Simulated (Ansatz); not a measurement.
Frontier orbitals of GeH₁₂Si₄ (`[SiH3][SiH2][GeH2][SiH2][SiH3]`).

Z-matrix (Å, degrees):
```
Si
Si 1 2.337
H 1 1.488 2 109.4
H 1 1.488 2 109.8 3 118.9
H 1 1.488 2 111.6 3 -120.4
Ge 2 2.382 1 109.3 3 -59.8
H 2 1.490 1 110.4 3 178.2
H 2 1.490 1 109.5 3 59.1
Si 6 2.382 2 109.0 1 50.1
H 6 1.540 2 109.7 1 -70.6
H 6 1.540 2 110.2 1 170.7
Si 9 2.337 6 109.4 2 50.3
H 9 1.490 6 108.6 2 -69.1
H 9 1.490 6 110.7 2 172.1
H 12 1.488 9 109.4 6 -59.3
H 12 1.488 9 111.6 6 -179.7
H 12 1.488 9 109.8 6 59.6
```

The species carries charge 0 and has multiplicity 1. Correlated methods include outer-core shells of Ge, which these sets cover unevenly. Scalar relativity is left out up to krypton. Geometry: relaxed with PBE0-D4/def2-TZVP. It is one conformer, not always the lowest. Basis def2-TZVPP, Ansatz 0.2.0.

```json
{"functional": "PBE", "HOMO (eV)": "-6.78", "LUMO (eV)": "-1.16", "gap (eV)": "5.62"}
{"functional": "PBE0", "HOMO (eV)": "-7.79", "LUMO (eV)": "-0.34", "gap (eV)": "7.45"}
{"functional": "ωB97M-V", "HOMO (eV)": "-9.72", "LUMO (eV)": "1.31", "gap (eV)": "11.03"}
```

Problem. What is the vertical ionisation energy at frozen-core CCSD(T)/def2-TZVPP? (Best estimate.)

Solution. Computed: 9.56 eV (T1 of the cation 0.018).

Against PBE, PBE0 changes HOMO and LUMO by −1.01 and +0.82 eV, ωB97M-V by −2.94 and +2.46 eV. A gap of 5.62 eV thus becomes 11.03 eV for the same molecule, so an orbital gap means little without its functional. A positive LUMO is unbound and depends on the basis. −ε(HOMO) differs from that ionisation energy by −2.78 eV with PBE and +0.16 eV with ωB97M-V.
